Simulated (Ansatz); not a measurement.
A nudged elastic band was laid between two geometries of FH4NOSi (8 atoms, charge 0, multiplicity 1).

Computed with RKS PBE0-D4/cc-pVDZ (Ansatz).

```json
{
 "movable images": "5",
 "climbing image": "yes",
 "spring": "5.0 eV/Å²",
 "optimiser": "quadratic models (default)",
 "start path": "through a guess of the saddle point",
 "force threshold": "0.05 eV/Å",
 "iteration limit": "60",
 "end points": "relaxed"
}
```

Image 0:

```xyz
8
Properties=species:S:1:pos:R:3
N -1.068 0.525 -0.103
Si 0.573 -0.009 -0.172
O 0.861 -1.114 1.039
F 0.699 -0.681 -1.667
H -1.448 0.937 -0.951
H -1.355 1.071 0.704
H 1.679 0.975 -0.049
H 0.152 -1.762 1.143
```

Image 6:

```xyz
8
Properties=species:S:1:pos:R:3
N -0.626 0.830 -0.249
Si 1.363 0.094 0.198
O 0.707 -1.032 1.313
F 1.169 -0.839 -1.214
H -0.726 1.827 -0.444
H -1.238 0.589 0.534
H -0.937 0.307 -1.072
H 0.380 -1.833 0.879
```

Question: What changes between the two ends?

Answer: Bonds broken: Si2–H7. Bonds formed: N1–H7.

Question: What energy profile does the band end with?

Answer: The forces met the threshold. The highest image is number 2 of 0 to 6, 3.03 eV above the first end and 1.92 eV above the last; the last end lies 1.11 eV above the first. The profile has 2 maxima (images 2, 5) with wells between them (image 3): this band takes more than one step, which may be the mechanism or a detour left from its start path. Neighbouring images differ by up to 2.5 eV, so the band resolves the path poorly. A vibrational analysis at the climbing image gives one clearly imaginary mode, 1486i cm⁻¹: a first-order saddle point. The orbitals stay closed-shell, which can raise the energy where a bond breaks towards radicals; this wasn't checked here.

```tsv
image	path coordinate (Å)	energy (eV)	Si2–H7 (Å)	N1–H7 (Å)
0	0.00	0.00	1.49	2.78
1	0.90	0.51	1.48	2.36
2	1.80	3.03	1.62	1.43
3	3.21	1.11	2.77	1.02
4	4.63	1.57	2.66	1.01
5	6.04	1.70	2.78	1.02
6	7.46	1.11	2.64	1.02
```

Question: What is the geometry of the highest image?

Answer: 
```xyz
8
Properties=species:S:1:pos:R:3:forces:R:3
N -0.666 0.891 -0.104 0.00 0.00 0.00
Si 0.875 -0.187 -0.263 0.00 0.00 0.00
O 0.823 -1.125 1.133 0.00 0.00 0.00
F 0.546 -1.231 -1.515 0.00 0.00 0.00
H -1.049 1.300 -0.959 0.00 0.00 0.00
H -1.385 0.816 0.624 0.00 0.00 0.00
H 0.672 1.397 -0.006 0.00 0.00 0.00
H 0.275 -1.917 1.034 0.00 0.00 0.00
```

The band took 56 iterations and roughly 12 core-minutes.

The run took 12 min on 1 thread of Arm Neoverse V2 (shared host), peak memory 0.15 GiB.
